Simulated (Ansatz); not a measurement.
Stepwise reaction of `C[O][Sn]([F])([F])[O]C` with hydrogen fluoride, as a gas-phase model of exchange steps in deposition or etching. ΔE in kJ/mol; ΔG adds harmonic PBE0-D4 terms to CCSD(T)/CBS, at 1 bar.

Program: Ansatz. Geometries: PBE0-D4/def2-TZVP. ΔE: electronic, gas phase. CCSD(T)/CBS adds triple-zeta CCSD(T) − MP2 to the extrapolated MP2 energy (def2 sets, frozen cores). This one scheme is used for every species. DFT in def2-TZVPP. B3LYP here is the variant with VWN-RPA as its local correlation; programs differ in this. def2 core potentials past Kr. For Sn outer-core shells are correlated without core-valence functions, which leaves a few kJ/mol of doubt a bond. One conformer a species, not always the lowest.

```
step                                                          reaction  PBE-D4  B3LYP-D4  ωB97M-V  CCSD(T)/CBS  ΔG(600 K)
   1  `C[O][Sn]([F])([F])[O]C` + H–F → `C[O][Sn]([F])([F])[F]` + CH₃OH   -26.5     -26.0    -28.1        -18.9      -24.6
   2    `C[O][Sn]([F])([F])[F]` + H–F → `[F][Sn]([F])([F])[F]` + CH₃OH   -17.3     -16.3    -19.7        -10.7        2.1
```

Task: By hand: ΔE of the 2 steps together at CCSD(T)/CBS.

Result: (-18.9) + (-10.7) = -29.6 kJ/mol, or -14.8 kJ/mol a step.

In ΔE each step is higher than the one before. All are downhill at CCSD(T)/CBS. ΔG lies between -24.6 and 2.1 kJ/mol a step. PBE-D4 differs from CCSD(T)/CBS by -7.6 to -6.6 kJ/mol a step. Isolated molecules leave out the surface, adducts and barriers. Largest T1 diagnostic: 0.015.
